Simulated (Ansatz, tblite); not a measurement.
Removing an electron: the cluster B₈H₁₃⁻ (the lowest singlet isomer of a short search). Total charge -1; singlet. Geometry: r2SCAN-D4/def2-SVPD. Ansatz, gas phase; energy differences of separate SCF runs; the oxidised species was run as a doublet alone.

```xyz
21

B    -0.199   -0.704   -1.071
B     0.081   -1.302    0.571
B     0.506    0.975   -1.305
B     1.667    1.459    0.037
B    -1.184    0.802   -0.932
B    -1.331   -0.402    0.195
B     1.375   -0.255   -0.329
B    -1.299   -1.103    1.777
H     2.790    1.801   -0.280
H    -2.149    1.300   -1.452
H    -1.639   -2.224    2.068
H     0.880    2.187   -0.684
H     0.287   -2.485    0.539
H     2.316   -0.935   -0.660
H    -2.372   -0.794    0.839
H    -0.346   -1.473   -1.986
H     1.268    1.804    1.137
H     0.880    1.168   -2.442
H     1.073   -0.546    0.987
H    -1.456   -0.243    2.617
H    -1.149    0.971    0.374
```

The xTB rows come from tblite. The structure comes from a short search, and lower isomers may exist.

(1) Estimate orbital energies and vertical ionisation energies at: GFN1-xTB; GFN2-xTB; PBE-D4/def2-TZVPD; PBE0-D4/def2-TZVPD.

Answers

(1) 
| level | −HOMO (eV) | vertical IE (eV) | −LUMO (eV) | HOMO–LUMO gap (eV) |
| --- | --- | --- | --- | --- |
| GFN1-xTB | 5.11 | 7.65 | 2.05 | 3.05 |
| GFN2-xTB | 3.28 | 5.87 | 0.78 | 2.49 |
| PBE-D4/def2-TZVPD | 1.03 | 3.46 | -1.75 | 2.78 |
| PBE0-D4/def2-TZVPD | 1.85 | 3.49 | -2.56 | 4.41 |

 Raw xTB energy differences between charge states are shifted by several eV; the methods need an empirical correction for them.
